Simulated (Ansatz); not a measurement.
```xyz
10

C     0.027   -1.097    2.337
C     0.584   -0.681    1.347
Si    1.407   -0.253   -0.216
O     0.481    0.744   -1.131
C    -0.904    0.592   -1.347
H    -0.458   -1.451    3.218
H     2.685    0.460    0.028
H    -1.441    0.433   -0.406
H    -1.107   -0.251   -2.015
H    -1.273    1.505   -1.815
```

The species carries charge 0 and has multiplicity 2.

Task: List the r2SCAN/def2-TZVPP orbital energies in eV (Ansatz 0.2.0). (An estimate is asked.)

Result: The calculation gave: α occupied: -1791.81, -516.18, -274.49, -273.52, -273.03, -142.14, -97.08, -97.01, -96.97, -27.02, -19.71, -18.05, -14.86, -13.58, -11.98, -11.67, -11.59, -9.57, -8.38, -8.02, -7.55, -7.48, -4.96. α empty: -1.24, -0.55, 1.18, 1.37, 1.87, 2.54, 2.71, 2.95. β occupied: -1791.72, -516.08, -274.49, -273.45, -273.04, -142.07, -96.94, -96.90, -96.87, -26.87, -19.62, -18.01, -14.65, -13.44, -11.85, -11.61, -11.47, -9.35, -8.06, -7.83, -7.49, -7.30. β empty: -2.71, -1.04, 0.07, 1.59, 1.68, 2.18, 2.85, 2.97. ⟨S²⟩ = 0.757.
